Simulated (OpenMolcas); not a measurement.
Ce3+ among 6 point charges of -1.5 e arranged as a trigonal antiprism (D3d), with a polar angle of 50.4° against the regular 54.74°.

```yaml
Program: OpenMolcas
Method: CASSCF
Basis: ANO-RCC-VDZP [7s6p4d2f1g]
Scalar_Hamiltonian: DKH2, point nucleus
Active_space: 1 electron in 7 orbitals (4f)
State_averaging: 2S+1 = 2 odd, 7 roots
Spin-orbit_coupling: state interaction with AMFI integrals over the reference wave functions
```

All point charges move together. At R = 2.79 Å the width of the lowest J multiplet is 629 cm-1, and at R = 3.06 Å it is 464 cm-1.

Task: A third run gives 786 cm-1. What distance was it run at?

Result: With a power law R^-n the two known points give n = -ln(464 / 629) / ln(3.06 / 2.79) = 3.29. Then R = 2.79 × (629 / 786)^(1/3.29) = 2.607 Å. The run was at 2.61 Å, so the estimate is off by -0.003 Å.

This is an electrostatic model: the charges have no orbitals. No measured value stands beside these numbers.
